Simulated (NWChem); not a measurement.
System: AlHBrF; SMILES [F][AlH][Br]

Here is an NWChem input.

```
start job
memory heap 200 mb stack 900 mb global 1100 mb
geometry units angstroms noautosym nocenter noautoz
  Al    -0.521939    -1.115952     0.000458
  H     -2.039070    -1.513841     0.004473
  F      0.629958    -2.298977    -0.000245
  Br     0.148488     1.038390    -0.000325
end
basis spherical
  * library pcsseg-1
end
dft
  xc xpbe96 cpbe96
  iterations 150
end
property
  shielding
end
task dft property
```

All runs use the structure optimised with B3LYP/6-31G* (spherical d).

GIAO values for the isolated, static molecule; σ is the absolute isotropic shielding, δ = σ(reference) − σ with the isolated reference molecule computed at the same levels (19F: trichlorofluoromethane, 1H: tetramethylsilane). Spin-orbit effects, on the heavy nuclei and on their neighbours, are missing.

Atoms are numbered as in the input.

Task: Predict the main results of this run. (PBE/pcSseg-1, GIAO.) Quantities: σ Al1 (ppm); δ H2 (ppm); δ F3 (ppm); σ Br4 (ppm).

Result: 
```yaml
"σ Al1 (ppm)": 396.2
"δ H2 (ppm)": 5.09
"δ F3 (ppm)": -138.1
"σ Br4 (ppm)": 2521.9
```
